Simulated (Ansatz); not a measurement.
Basis sets over 8 cases of the dipole moment at PBE with Ansatz (Ga to Br present), each against its own reference: (a) the value in aug-cc-pV5Z; (b) the value in aug-cc-pVQZ; (c) the value in aug-pcseg-3. By their distance from other large sets or by the extrapolation step the references are unsure by up to roughly 0.008 D. B3LYP-D3(BJ)/def2-TZVP geometries; no added dispersion term; no relativity. Cartesian d functions in some cases of 3-21G, 6-31G, 6-31G*, 6-31G**, 6-311G**. (X+d) sets on Al to Cl for cc-pVXZ and aug-cc-pVXZ. 

Cases are drawn at random; left out are references unsure by over 0.033 D, dipoles under 0.05 D, doubtful singlets, and cases whose largest runs show a restricted determinant unstable towards unrestricted orbitals, <S^2> over 0.1 too high or, where CCSD(T) ran, T1 over 0.025 (0.045 for open shells). Sets are drawn from those converged to one state in every case.

Cases (SMILES) and reference values:
- Br (HBr): 0.819 D (a)
- [Ga][F] (F-Ga) (closed-shell singlet): 2.286 D (c)
- [GaH] (GaH) (closed-shell singlet): 0.502 D (a)
- [Ge]=[S] (S-Ge) (closed-shell singlet): 2.024 D (c)
- [Ga][Cl] (Cl-Ga) (closed-shell singlet): 2.469 D (c)
- [Ge]([F])[F] (closed-shell singlet): 2.454 D (b)
- [SeH2] (H2Se): 0.656 D (c)
- BrCl (Cl-Br): 0.464 D (c)

### Question
Rank these sets by mean absolute deviation from the references, smallest first: def2-QZVP; def2-TZVPPD; aug-cc-pVDZ; def2-SV(P); def2-TZVPP.

### Answer
def2-TZVPPD (0.006 D, signed 0.001), aug-cc-pVDZ (0.020 D, signed 0.012), def2-QZVP (0.039 D, signed -0.001), def2-TZVPP (0.060 D, signed -0.023), def2-SV(P) (0.301 D, signed -0.182)

Ansatz is a program for electronic structure.
